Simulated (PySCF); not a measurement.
ZnI, SMILES [Zn+][I], charge +1.

Geometry: B3LYP-D3(BJ)/def2-TZVP. The spin state was assumed, not searched. The def2 effective core potentials stand for the cores of I; spin–orbit coupling is left out.

Two levels are set side by side: TDA-PBE/def2-TZVPD (PySCF) and TDA-M06-2X/def2-TZVPD (PySCF). Vertical, same geometry. The lowest singlet is HOMO→LUMO 100 % with PBE and HOMO→LUMO 99 % with the other functional; states are paired by order. Differences are taken from unrounded values.

```tsv
quantity	TDA-M06-2X	TDA-PBE	TDA-PBE minus TDA-M06-2X
lowest singlet excitation (eV)	1.73	1.28	-0.45
lowest triplet excitation (TDA) (eV)	1.38	0.88	-0.50
first bright state (f over 0.05) (eV)	4.71	4.74	0.03
its oscillator strength	0.21	0.08	-0.13
```

A lower first singlet is the usual sign of a functional without exact exchange. Differences between two approximate levels are no errors against the true value.

Rough cost on one machine, each run with all the roots and properties that it gave: TDA-M06-2X against TDA-PBE about 3 times.
